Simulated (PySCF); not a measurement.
Computed shifts of a molecule CH6FNSi, PySCF with B3LYP/pcSseg-1, GIAO, gas phase, equivalent atoms averaged, in ppm (number of nuclei): ²⁹Si: -8.7 (1). ¹³C: -0.3 (1). ¹⁵N: 40.5 (1). ¹⁹F: -151.9 (1). ¹H: 4.95 (1), 1.50 (1), 1.28 (1), 0.50 (3). References: ²⁹Si against TMS (σ = 338.7 ppm); ¹³C against TMS (σ = 181.3 ppm); ¹⁵N against NH3 (σ = 265.5 ppm); ¹⁹F against CFCl3 (σ = 161.7 ppm); ¹H against TMS (σ = 31.68 ppm), references at their B3LYP-D3(BJ)/def2-TZVP geometries, non-relativistic. Geometry optimised at B3LYP-D3(BJ)/def2-SVP. Other conformers were not sampled.

Problem. Which molecule gave these data?
(A) N[SiH2]CF
(B) C[SiH](N)F
(C) CN[SiH2]F
(D) NC[SiH2]F

Solution. B, C[SiH](N)F
